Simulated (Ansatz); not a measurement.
Ansatz (an electronic-structure program) input for AlH2, SMILES [AlH2-] (connectivity only; charge and spin as stated), charge -1, multiplicity 1, PBE0/def2-TZVPD. The structure is a stationary point at B3LYP-D3(BJ)/def2-TZVPD.

Ansatz 0.2 input:
```yaml
crystal:
  periodic: [false, false, false]
  atoms:
    - {symbol: Al, position_ang: [0.00000000, -0.00000000, -0.15502583]}
    - {symbol: H, position_ang: [-0.00000000, 1.23517895, 1.00766787]}
    - {symbol: H, position_ang: [-0.00000000, -1.23517894, 1.00766788]}
basis:
  gaussian:
    orbitals: def2-TZVPD
hamiltonian:
  xc: {name: PBE0}
total_charge: -1
```

Log of the run:

```
WARN ansatz: RAYON_NUM_THREADS=1 ignored (pool sized by the plan → 1); use --threads N
Functional definition: PBE0
integrals: 0.01 GiB planned
396 factors; their error is unknown
mean field: 0.11 GiB planned
mean field evaluation 1: about -6625.1242 eV, gradient 8.2e0 eV
mean field evaluation 2: about -6625.2996 eV, gradient 4.7e0 eV
mean field evaluation 4: about -6625.3567 eV, gradient 5.9e-2 eV
mean field evaluation 8: about -6625.3681 eV, gradient 4.9e-4 eV
mean field -6625.36806163 eV, -243.4777854291 hartree, gradient 1.5e-5 eV, S^2 0.000000; 0 other end points of the search recorded, 0 dependent functions left out
reference -6625.36809550 eV, -243.4777866739 hartree; 8, 8 occupied and 53, 53 virtual orbitals, 396 factors
Total energy: -6625.36809550 eV, -243.4777866739 hartree
```

Self-consistency was reached.

Cost: roughly 0.5 core-seconds.
